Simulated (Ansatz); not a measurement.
C2H8SSi2 can be A, `CSC1[SiH2][SiH2]1`, or B, `[SiH3][SiH2]CC=S`.

Calculated with Ansatz (gas phase, PBE0-D4/def2-TZVP geometries, no zero-point term in ΔE). CCSD(T)/CBS adds triple-zeta CCSD(T) − MP2 to the extrapolated MP2 energy (def2 sets, frozen cores). Functionals use def2-TZVPP. B3LYP here is the variant with VWN-RPA as its local correlation; programs differ in this. One conformer a species, not always the lowest.

Task: Which is lower in electronic energy at CCSD(T)/CBS, and by how much? (Best estimate.)

Result: The calculation gave: B, by 47.3 kJ/mol.

Task: Give E(B) − E(A) in kJ/mol with B3LYP-D4, B3LYP, CCSD/def2-TZVPP, HF/def2-TZVPP, r2SCAN-D4, ωB97M-V, PBE-D4. (Best estimate.)

Result: The calculation gave: B3LYP-D4 -59.1, B3LYP -60.6, CCSD/def2-TZVPP -55.9, HF/def2-TZVPP -75.9, r2SCAN-D4 -42.0, ωB97M-V -42.3, PBE-D4 -39.3. None reverses the order clearly.

Largest T1 diagnostic: 0.016.

From PBE to PBE0 (25 % exact exchange), in def2-TZVPP and without D4, E(B) − E(A) moves by +4.5 kJ/mol. In def2-TZVPP, CCSD(T) changes the Hartree–Fock value by +20.5 kJ/mol (the triples alone add +0.5 kJ/mol) and MP2 by +31.2 kJ/mol.
